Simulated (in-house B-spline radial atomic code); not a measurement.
Results of a calculation; reference values are marked as such.
**Softness against transferability: the 4s channel of Cd**

Cd, [Kr] 4d10 5s2, non-relativistic PBE, spherical and spin-unpolarised, from a B-spline radial code for spherical atoms (atomic units). The all-electron 4s level is ε = -3.601259 hartree, its outermost node lies just inside 0.45 bohr and its outer maximum at 0.82 bohr.

Troullier-Martins pseudo-orbitals are made for several radii. The cutoffs (hartree) are the plane-wave energies beyond which the orbital holds less than the named kinetic energy per electron. The phase error is the difference, pseudo minus all-electron, of arctan(R P'/P) at R = 1.45 bohr for all radii, half a hartree below and above the level.

| r_c (bohr) | V_l(0) (hartree) | cutoff for 10 mEh | for 1 mEh | for 0.1 mEh | phase error at ε − 0.5 (mrad) | at ε + 0.5 (mrad) |
| --- | --- | --- | --- | --- | --- | --- |
| 0.62 | -65.25 | 278 | > 450 | > 450 | -22.0 | -3.9 |
| 0.71 | -20.95 | 125 | 262 | > 450 | -5.9 | -0.8 |
| 0.82 | 4.61 | 59.2 | 118 | 198 | -3.5 | -0.4 |
| 0.93 | 8.82 | 57.5 | 99.7 | 137 | -2.8 | -0.3 |
| 1.03 | 5.23 | 53.3 | 92.5 | 125 | -4.3 | -0.5 |
| 1.15 | 1.00 | 44.6 | 62.3 | 104 | -8.8 | -1.1 |

**Question.** Which radius needs the lowest cutoff for 1 mEh while both phase errors stay within 6.0 mrad?

**Answer.** The radii within that limit are 0.71, 0.82, 0.93, 1.03 bohr; of these r_c = 1.03 needs the least, 92.5 hartree, that is 185 Ry or 2517 eV.
